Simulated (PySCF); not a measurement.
Si⁺: excitation energy

Si⁺ [Ne] 3s2 3p1 (2P) → Si⁺ [Ne] 3s1 3p2 (4P), as a difference of total energies. Computed with PySCF 2.14 in aug-cc-pCVTZ-DK (8s7p5d3f, 75 functions), with the spin-free X2C one-electron Hamiltonian (Gaussian nucleus). Correlated levels: nothing frozen. The calculations carry no spin-orbit coupling.

| method | excitation energy (eV) |
| --- | --- |
| UHF | 3.945 |
| MP2 (all electrons) | 4.982 |
| SCS-MP2 (all electrons) | 5.284 |
| CCSD (all electrons) | 5.213 |
| CCSD(T) (all electrons) | 5.270 |

How much does correlation contribute at CCSD(T) (all electrons)?

5.270 − (3.945) = 1.325 eV, measured against UHF.

Errors of the correlated levels include the incompleteness of this basis.

For comparison: 5.308 eV (measured; NIST levels, between the centres of gravity of the two terms).
